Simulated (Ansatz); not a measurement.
The same molecule with X = B, Al, Ga, In. Ansatz, PBE0-D4/def2-TZVP geometries, multiplicity 1. Each molecule was computed in one conformer, which needn't be the lowest.

Elements past krypton have def2 core potentials. Scalar relativity is left out up to krypton.

```csv
X,molecule,mean X–O bond length / Å,HOMO–LUMO gap (PBE0/def2-TZVPP) / eV,LUMO energy (PBE0/def2-TZVPP) / eV,HOMO energy (PBE/def2-TZVPP) / eV
Al,`[OH][Al]([OH])[O][SiH3]`,1.683,8.07,-0.66,-7.28
Ga,`[OH][Ga]([OH])[O][SiH3]`,1.769,7.54,-1.13,-7.20
In,`[OH][In]([OH])[O][SiH3]`,1.967,6.37,-2.17,-7.05
```

(1) Give the row for X = B, `OB(O)O[SiH3]`. (Estimate.)

## Answers

(1) The calculation gave: 
```json
{"X": "B", "molecule": "`OB(O)O[SiH3]`", "mean X–O bond length / Å": "1.365", "HOMO–LUMO gap (PBE0/def2-TZVPP) / eV": "9.09", "LUMO energy (PBE0/def2-TZVPP) / eV": "0.15", "HOMO energy (PBE/def2-TZVPP) / eV": "-7.46"}
```

From B to In the mean X–O bond length rises at each step, by 0.602 Å in all; the HOMO–LUMO gap (PBE0/def2-TZVPP) falls at each step, by 2.72 eV in all; the LUMO energy (PBE0/def2-TZVPP) falls at each step, by 2.32 eV in all; the HOMO energy (PBE/def2-TZVPP) rises at each step, by 0.41 eV in all. Bonds lengthen as the atom grows down the group.
